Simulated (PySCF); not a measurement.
Adding and removing an electron: SiAs

ROHF-CCSD(T); Si cc-pV(D+d)Z, As cc-pVDZ-PP with ECP10; scalar-relativistic core potentials (PySCF 2.14). Neutral (ROHF): doublet (π ↑), Re = 2.212 Å, ωe = 472 cm⁻¹, De = 2.60 eV.

SiAs⁺ (UHF): triplet (π ↑↑), Re = 2.352 Å, ωe = 388 cm⁻¹, De = 2.31 eV to Si⁺ + As. The energies at the minima are -620.29539 hartree for SiAs and -619.99246 for SiAs⁺.

Problem. Work out the adiabatic ionisation energy, without and with harmonic zero-point energies (1 hartree = 27.2114 eV, 1 eV = 8065.5 cm⁻¹), and the change of the bond length.

Solution. At CCSD(T): 0.30293 hartree = 8.243 eV between the minima; the zero-point term (388.0 − 472.0)/2 cm⁻¹ = -0.005 eV makes it 8.238 eV. Re changes by +14.0 pm against the neutral. The electron leaves a π orbital, and the longer bond of the ion fits a bonding orbital, or a change in how ionic the bond is.

Correlated steps freeze 9 core orbitals. UHF and ROHF references stand side by side, which adds small steps between rows. Correlated levels converge slowly with the basis: in double zeta they bind strong bonds too weakly, by up to about 1 eV, and carry superposition errors of some tenths. Spin–orbit coupling is left out. For an ion De counts to the pair picked by the measured ionisation energies or electron affinities, which need not be the lowest pair at this level. States were picked by a PBE0 search and need not be the measured ground states.

Neutral and ion stand on different kinds of reference determinant, which adds to the error of the difference.
